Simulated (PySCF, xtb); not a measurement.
C2H8O2Si2, SMILES C[C@H]1O[Si@H](O)[SiH2]1. Other conformers were not sampled.

Harmonic wavenumbers (cm⁻¹) from xtb with GFN2-xTB at its own minimum, in rising order: 85, 136, 179, 206, 242, 265, 341, 399, 427, 470, 523, 548, 615, 661, 692, 773, 778, 826, 905, 930, 989, 1061, 1107, 1214, 1299, 1398, 1483, 1505, 2183, 2220, 2267, 2899, 3010, 3023, 3030, 3664.

Q: What does PySCF with ωB97X-D3(BJ)/def2-SVP give at its own minimum? (An estimate is asked for; the answer gives what the named calculation found.)

A: 51, 145, 231, 245, 257, 339, 367, 444, 457, 506, 592, 676, 717, 749, 806, 831, 910, 920, 938, 964, 998, 1093, 1138, 1261, 1349, 1406, 1461, 1484, 2239, 2249, 2296, 3058, 3082, 3152, 3161, 3931. Paired by order, the mean absolute difference is 64 cm⁻¹ and the zero-point energies are 60.5 and 63.6 kcal/mol.
